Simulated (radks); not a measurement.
Values are calculated unless marked as measured or tabulated.
Numerical settings for the bismuth ion Bi+, [Hg] 6p2. Level of theory: Dirac Kohn-Sham, PBE, spin-unpolarised, spherical densities, finite nucleus; open shells are shared between the two j in proportion to 2j + 1; Fermi nuclear charge, rms radius 5.5211 fm (a radial shooting solver on a logarithmic mesh with Libxc functionals). The defaults (mesh step 0.008 in ln r, mesh end at 40 bohr or more with all orbitals vanishing there, Anderson mixing 0.5 over 9 steps, residual threshold near 1e-9 with the energy settled to 1e-9 hartree or 1e-11 of itself, here a cap of 77 iterations) give E = -21574.575 hartree and 6p3/2 at -10.827 eV in 15 iterations. Run on one thread of a shared host, so times are rough (Arm Neoverse V1): 0.19 s of CPU time, 0.19 s wall, 15 iterations on 2360 mesh points. Changes against that run (0 stands for a change within the tolerance of the run):

setting                     iterations  converged  E (mhartree)  e(6p3/2) (meV)  CPU (s)
mesh step in ln r 0.08               2         no      diverged               -     0.02
mesh step in ln r 0.12               4         no      diverged               -     0.01
mesh step in ln r 0.02              15        yes      +0.00115               0     0.09
mesh end (bohr) 8                   15        yes        +0.955             +52     0.18
mesh end (bohr) 400                 15        yes             0               0     0.19
residual threshold 1e-05            11        yes             0         -0.0594     0.16
residual threshold 0.01              8        yes             0            +2.2     0.13
mixing 1.5                          15        yes             0               0     0.19
linear mixing, mixing 0.05          77         no        +0.115             -81     0.82
linear mixing, mixing 1             77         no      +4.6e+05       -8.92e+05      3.5
mixing history 20                   20        yes             0               0     0.23
iteration cap 2                      2         no     +2.45e+03       -8.44e+03     0.04

No run marked as converged misses the energy by more than 1 mhartree. A mesh that ends early acts as a hard wall.
